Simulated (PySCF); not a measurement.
CNO (SMILES [N]=C=O), doublet, geometry from GFN2-xTB, atoms displaced at random by about 0.1 Å a coordinate; PBE/6-31G (PySCF).

Input for PySCF:
```python
from pyscf import gto, scf, dft
from pyscf.geomopt import geometric_solver

mol = gto.Mole()
mol.atom = '''
    N     0.081956   -0.075588   -1.257951
    C     0.211976   -0.024065   -0.241255
    O    -0.058749    0.021823    1.277299
'''
mol.basis = '6-31g'
mol.charge = 0
mol.spin = 1
mol.verbose = 3
mol.build()

def method(m):
    mf = dft.UKS(m)
    mf.xc = 'pbe'
    return mf

conv, mol_eq = geometric_solver.kernel(method(mol), maxsteps=100, convergence_set='GAU_LOOSE')
print('optimisation converged:', conv)
print(mol_eq.tostring(format='xyz'))
mf = method(mol_eq)
mf.kernel()
```

Q: Predict the main parts of the log of this PySCF run.

A: 
```
Custom engine selected.
Bonds will be generated from interatomic distances less than 1.20 times sum of covalent radii
9 internal coordinates being used (instead of 9 Cartesians)
Internal coordinate system (atoms numbered from 1):
Distance 1-2
Distance 2-3
LinearAngleX 1-2-3
LinearAngleY 1-2-3
Translation-X 1-3
Translation-Y 1-3
Translation-Z 1-3
Rotation-A 1-3
Rotation-B 1-3
Rotation-C 1-3
<class 'geometric.internal.Distance'> : 2
<class 'geometric.internal.LinearAngle'> : 2
<class 'geometric.internal.TranslationX'> : 1
<class 'geometric.internal.TranslationY'> : 1
<class 'geometric.internal.TranslationZ'> : 1
<class 'geometric.internal.RotationA'> : 1
<class 'geometric.internal.RotationB'> : 1
<class 'geometric.internal.RotationC'> : 1
> ===== Optimization Info: ====
> Job type: Energy minimization
> Maximum number of optimization cycles: 100
> Initial / maximum trust radius (Angstrom): 0.100 / 0.300
> Convergence Criteria:
> Will converge when all 5 criteria are reached:
>  |Delta-E| < 1.00e-06
>  RMS-Grad  < 1.70e-03
>  Max-Grad  < 2.50e-03
>  RMS-Disp  < 6.70e-03
>  Max-Disp  < 1.00e-02
> === End Optimization Info ===

Geometry optimization cycle 1
Cartesian coordinates (Angstrom)
 Atom        New coordinates             dX        dY        dZ
   N   0.081956  -0.075588  -1.257951    0.000000  0.000000  0.000000
   C   0.211976  -0.024065  -0.241255    0.000000  0.000000  0.000000
   O  -0.058749   0.021823   1.277299    0.000000  0.000000  0.000000

WARN: Mole.unit (angstrom) is changed to Bohr

converged SCF energy = -167.625293968228  <S^2> = 0.75385267  2S+1 = 2.003849
--------------- UKS_Scanner gradients ---------------
         x                y                z
0 N     0.0634247835     0.0288272765     0.5834129713
1 C    -0.0375516776    -0.0314403414    -0.6865638534
2 O    -0.0258634937     0.0026250222     0.1031390604
----------------------------------------------
cycle 1: E = -167.625293968  dE = -167.625  norm(grad) = 0.911212
Step    0 : Gradient = 5.261e-01/6.883e-01 (rms/max) Energy = -167.6252939682
[...]
Geometry optimization cycle 2
Cartesian coordinates (Angstrom)
 Atom        New coordinates             dX        dY        dZ
   N   0.097000  -0.075344  -1.272957    0.015044  0.000244 -0.015006
   C   0.170103  -0.022631  -0.138454   -0.041873  0.001434  0.102801
   O  -0.032225   0.019766   1.189879    0.026524 -0.002057 -0.087420
converged SCF energy = -167.737604422038  <S^2> = 0.75746697  2S+1 = 2.0074531
--------------- UKS_Scanner gradients ---------------
         x                y                z
0 N     0.0044349200     0.0078585961     0.1794492570
1 C     0.0124949331    -0.0097261534    -0.2506425302
2 O    -0.0169378390     0.0018514779     0.0711791284
----------------------------------------------
cycle 2: E = -167.737604422  dE = -0.11231  norm(grad) = 0.317353
Step    1 : Displace = 8.391e-02/1.108e-01 (rms/max) Trust = 1.000e-01 (=) Grad = 1.832e-01/2.511e-01 (rms/max) E (change) = -167.7376044220 (-1.123e-01) Quality = 1.354
[...]
Geometry optimization cycle 3
Cartesian coordinates (Angstrom)
 Atom        New coordinates             dX        dY        dZ
   N   0.116230  -0.072682  -1.239991    0.019230  0.002662  0.032966
   C   0.117011  -0.021658  -0.037228   -0.053092  0.000973  0.101225
   O   0.002038   0.016955   1.056468    0.034263 -0.002811 -0.133412
converged SCF energy = -167.733393133804  <S^2> = 0.75394177  2S+1 = 2.0039379
--------------- UKS_Scanner gradients ---------------
         x                y                z
0 N    -0.0045565780     0.0038848039     0.0989589937
1 C    -0.0188643871     0.0060337510     0.1722004285
2 O     0.0234176955    -0.0099271316    -0.2711605517
----------------------------------------------
cycle 3: E = -167.733393134  dE = 0.00421129  norm(grad) = 0.337711
Step    2 : Displace = 1.057e-01/1.381e-01 (rms/max) Trust = 1.414e-01 (+) Grad = 1.950e-01/2.724e-01 (rms/max) E (change) = -167.7333931338 (+4.211e-03) Quality = -0.146
[...]
converged SCF energy = -167.762875065701  <S^2> = 0.75660346  2S+1 = 2.0065926
Step    3 : Displace = 5.471e-02/7.718e-02 (rms/max) Trust = 5.284e-02 (-) Grad = 3.999e-02/5.648e-02 (rms/max) E (change) = -167.7628750657 (-2.948e-02) Quality = 0.753
converged SCF energy = -167.764887210072  <S^2> = 0.75692186  2S+1 = 2.0069099
Step    4 : Displace = 1.810e-02/1.922e-02 (rms/max) Trust = 7.473e-02 (+) Grad = 1.824e-02/2.497e-02 (rms/max) E (change) = -167.7648872101 (-2.012e-03) Quality = 1.403
[...]
   O   0.008895   0.023303   1.156462    0.005853  0.001752  0.008500
converged SCF energy = -167.765386135741  <S^2> = 0.75707217  2S+1 = 2.0070597
--------------- UKS_Scanner gradients ---------------
         x                y                z
0 N    -0.0005309735     0.0001304735     0.0037231101
1 C     0.0010261749    -0.0001991705    -0.0061237059
2 O    -0.0004880271     0.0000551315     0.0024034389
----------------------------------------------
cycle 6: E = -167.765386136  dE = -0.000498926  norm(grad) = 0.00766621
Step    5 : Displace = 1.387e-02/1.582e-02 (rms/max) Trust = 1.057e-01 (+) Grad = 4.426e-03/6.212e-03 (rms/max) E (change) = -167.7653861357 (-4.989e-04) Quality = 1.114
[...]
Geometry optimization cycle 7
Cartesian coordinates (Angstrom)
 Atom        New coordinates             dX        dY        dZ
   N   0.145934  -0.074385  -1.311932    0.002164 -0.000164 -0.001426
   C   0.079450  -0.024607  -0.066042   -0.003526  0.000010  0.001038
   O   0.010004   0.024037   1.156740    0.001110  0.000734  0.000277
converged SCF energy = -167.765405415895  <S^2> = 0.75704145  2S+1 = 2.0070291
--------------- UKS_Scanner gradients ---------------
         x                y                z
0 N    -0.0001296060     0.0000181656     0.0004802567
1 C     0.0003319515    -0.0000804136    -0.0022645111
2 O    -0.0001940771     0.0000494376     0.0017864653
----------------------------------------------
cycle 7: E = -167.765405416  dE = -1.92802e-05  norm(grad) = 0.00295364
Step    6 : Displace = 2.654e-03/3.608e-03 (rms/max) Trust = 1.495e-01 (+) Grad = 1.705e-03/2.290e-03 (rms/max) E (change) = -167.7654054159 (-1.928e-05) Quality = 1.251
[...]
Geometry optimization cycle 8
Cartesian coordinates (Angstrom)
 Atom        New coordinates             dX        dY        dZ
   N   0.146815  -0.074636  -1.312043    0.000881 -0.000251 -0.000111
   C   0.078070  -0.024458  -0.065503   -0.001380  0.000149  0.000539
   O   0.010129   0.024751   1.156209    0.000125  0.000714 -0.000531
converged SCF energy = -167.765408447668  <S^2> = 0.75700555  2S+1 = 2.0069933
--------------- UKS_Scanner gradients ---------------
         x                y                z
0 N    -0.0000027883    -0.0000046943    -0.0002404231
1 C     0.0000422341    -0.0000128176    -0.0002650947
2 O    -0.0000308378     0.0000049283     0.0005078120
----------------------------------------------
cycle 8: E = -167.765408448  dE = -3.03177e-06  norm(grad) = 0.000623622
Step    7 : Displace = 9.838e-04/1.378e-03 (rms/max) Trust = 2.114e-01 (+) Grad = 3.600e-04/5.088e-04 (rms/max) E (change) = -167.7654084477 (-3.032e-06) Quality = 1.146
[...]
Geometry optimization cycle 9
Cartesian coordinates (Angstrom)
 Atom        New coordinates             dX        dY        dZ
   N   0.147029  -0.074882  -1.311895    0.000214 -0.000246  0.000148
   C   0.077843  -0.024288  -0.065436   -0.000227  0.000170  0.000067
   O   0.009795   0.025336   1.155902   -0.000334  0.000584 -0.000306
converged SCF energy = -167.765408652702  <S^2> = 0.75699415  2S+1 = 2.006982
--------------- UKS_Scanner gradients ---------------
         x                y                z
0 N    -0.0000026263     0.0000011489    -0.0001053454
1 C     0.0000088999    -0.0000005486     0.0000604828
2 O     0.0000023488    -0.0000132139     0.0000473897
----------------------------------------------
cycle 9: E = -167.765408653  dE = -2.05034e-07  norm(grad) = 0.000131413
Step    8 : Displace = 1.894e-04/2.517e-04 (rms/max) Trust = 2.989e-01 (+) Grad = 7.587e-05/1.054e-04 (rms/max) E (change) = -167.7654086527 (-2.050e-07) Quality = 1.049
[...]
Converged! =D

optimisation converged: True
3
XYZ from PySCF
N           0.14702924       -0.07488218       -1.31189549
C           0.07784276       -0.02428842       -0.06543578
O           0.00979513        0.02533552        1.15590225

converged SCF energy = -167.765408720826  <S^2> = 0.75699404  2S+1 = 2.0069819
```
